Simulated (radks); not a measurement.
Spherical jellium clusters: N electrons in a uniform positive sphere of charge N and radius rs N^(1/3), rs = 2.05 bohr. Method: non-relativistic Kohn-Sham, PBEsol, spin-polarised, spherical densities; computed with a radial shooting solver with Libxc functionals. Levels are named by radial order and angular momentum (1s, 1p, 1d, 2s, ...), and open shells are averaged over m.

N = 17, configuration 1s2 1p6 1d(up 5, down 4). This is the lowest configuration that the search found. Occupied and some empty levels:

level,occupation,eigenvalue (eV),<r> (bohr)
1s up,1,-11.822,3.158
1s down,1,-11.715,3.129
1p up,3,-8.3112,4.031
1p down,3,-8.1453,4.020
1d up,5,-4.5064,4.792
1d down,4,-4.3230,4.798
2s up,0,-4.0218,4.626
2s down,0,-3.9189,4.644
2p up,0,-0.93551,7.381
1f up,0,-0.71528,5.968
1f down,0,-0.55402,6.055

Energy (eV): total -3.60251, kinetic 95.210, external -1706.7, Hartree 817.64, exchange-correlation -104.86, background 895.15.

Electron density:

r (bohr),n(r) (e/bohr^3)
0.412,0.01588
1.10,0.01855
1.79,0.02307
2.48,0.02763
3.16,0.02935
3.85,0.02612
4.54,0.01867
5.23,0.01054
5.91,0.004934
6.60,0.002083
7.29,0.0008325
7.98,0.0003261
8.66,0.0001275
